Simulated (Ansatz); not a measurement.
Breaking the Be1–O2 bond in BeO (multiplicity 1 held). Energies count from the point at 1.327 Å.


Restricted levels (R-, RO-) in cc, def2 and unpolarised 6-31G sets keep to the state of the molecule at rest. Unrestricted levels (U-) break spin symmetry where that is lower. Full CI gives the lowest state of the spin. Curves can end on different states.

Correlated levels freeze the cores.

Run with Ansatz (Gaussian orbitals). 

The comparison value is 504.7 kJ/mol (FCI/6-31G). Full CI is exact for the correlated electrons in its own basis alone.

Question: Order these levels by the size of their error in the energy at R = 5.307 Å, against full CI in the same basis, smallest first: R-HF/6-31G, R-SCS-MP2/6-31G, R-MP2/6-31G, U-HF/6-31G, U-MP2/6-31G. Give each level's value less the comparison value.

Answer: R-HF/6-31G (-92.1 kJ/mol), R-SCS-MP2/6-31G (105.5 kJ/mol), R-MP2/6-31G (145.4 kJ/mol), U-MP2/6-31G (-176.9 kJ/mol), U-HF/6-31G (-238.8 kJ/mol)

Doubts at one or more of the structures used: a restricted determinant that unrestricted orbitals would lower (R-HF/6-31G, R-SCS-MP2/6-31G, R-MP2/6-31G); a spin-contaminated determinant (U-HF/6-31G, U-MP2/6-31G).

Ansatz is a quantum-chemistry and plane-wave program.
